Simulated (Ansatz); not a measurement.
Molecule: AlBr₂ (charge +1, singlet). It need not be the lowest isomer of its formula. 
Geometry from a B3LYP-D3(BJ)/def2-TZVP (Ansatz, a quantum-chemistry and plane-wave program) optimisation:
```xyz
3

Al     0.0000     0.0000     0.0000
Br     0.0000     0.0000     2.1564
Br     0.0000     0.0000    -2.1564
```
Charge +1, spin multiplicity 1.

Total electronic energies in hartree. Valence correlation only, unless marked. Spin-orbit coupling is left out. The frozen core is the preceding noble-gas configuration, with the filled d and f shells of earlier blocks. No relativistic terms. CBS marks a two-point X^-3 extrapolation of the correlation energy; Hartree-Fock from the larger set.

| level | program | energy (Eh) |
|---|---|---|
| HF/def2-SVP | Ansatz | -5385.89088 |
| r2SCAN-D3(BJ)/def2-TZVPD | Ansatz + dftd3 | -5390.51418 |
| r2SCAN0/def2-TZVPD | Ansatz | -5390.50520 |
| HSE06-D4/def2-TZVPD | Ansatz + dftd4 | ? |
| CAM-B3LYP-D3(BJ)/def2-TZVPD | Ansatz + dftd3 | ? |
| MP2/def2-TZVPP | Ansatz | -5386.97135 |
| CCSD/def2-TZVPP | Ansatz | -5387.00109 |
| CCSD/def2-QZVPP | Ansatz | -5387.14291 |
| CCSD(T)/CBS(def2-TZVPP,def2-QZVPP) | Ansatz | -5387.1920 |

### Question
Some entries are withheld; supply them.

### Answer

- HSE06-D4/def2-TZVPD, energy (Eh): -5389.86570
- CAM-B3LYP-D3(BJ)/def2-TZVPD, energy (Eh): -5390.82296
